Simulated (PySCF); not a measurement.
## Al(OH)₃: from structure and modes to constants

Level of theory: PBE in PySCF with Al def2-SVP, O def2-SVP, H def2-SVP; no relativity; density-fitted integrals.

The singlet minimum has C3h symmetry. Masses (u): Al 26.98154, O 15.99492, H 1.00782.

```xyz
7
charge 0 multiplicity 1, angstrom
Al    0.0000    0.0000    0.0000
O     1.7112    0.0855    0.0000
O    -0.9296    1.4392    0.0000
O    -0.7816   -1.5247    0.0000
H     2.2485   -0.7218    0.0000
H    -0.4992    2.3082    0.0000
H    -1.7493   -1.5864    0.0000
```

Harmonic wavenumbers (cm⁻¹): 224.3 (e', ×2), 267.8 (a'', ×1), 288.1 (a'', ×1), 322.5 (e'', ×2), 590.2 (a', ×1), 613.9 (e', ×2), 683.5 (a', ×1), 927.8 (e', ×2), 3814.2 (e', ×2), 3815.3 (a', ×1).

Problem. What is the harmonic zero-point energy?

Solution. Half the sum of all 15 wavenumbers, 17450/2 = 8725 cm⁻¹, which is 104.4 kJ/mol (1 cm⁻¹ = 0.0119627 kJ/mol).

Problem. Find the vibrational entropy and heat capacity at 298.15 K.

Solution. With u = 1.43878 ω/T, each mode gives S = R[u/(eᵘ−1) − ln(1−e⁻ᵘ)] and C = R u² eᵘ/(eᵘ−1)².
| ω (cm⁻¹) | u | S (J/(mol K)) | C (J/(mol K)) |
| --- | --- | --- | --- |
| 224.3 (×2) | 1.083 | 8.05 | 7.55 |
| 267.8 | 1.292 | 6.74 | 7.25 |
| 288.1 | 1.390 | 6.21 | 7.10 |
| 322.5 (×2) | 1.556 | 5.43 | 6.82 |
| 590.2 | 2.848 | 1.95 | 4.40 |
| 613.9 (×2) | 2.962 | 1.78 | 4.19 |
| 683.5 | 3.298 | 1.37 | 3.60 |
| 927.8 (×2) | 4.478 | 0.52 | 1.94 |
| 3814.2 (×2) | 18.406 | 0.00 | 0.00 |
| 3815.3 | 18.412 | 0.00 | 0.00 |
The sums over all modes are S = 47.8 and C = 63.4 J/(mol K); the softest mode gives 17 % of the entropy (each member, where degenerate).

Problem. Give the standard entropy (298.15 K, 1 bar) by its translational, rotational, vibrational and spin parts, and Cp.

Solution. Sackur–Tetrode with M = 77.99 u gives 163.2; rotation with symmetry number 3 gives 96.7; vibration 47.8; spin R ln 1 = 0.0. The total is 307.8 J/(mol K), and Cp = 4 R + 63.4 = 96.6 J/(mol K).

This need not be the most stable arrangement of these atoms.
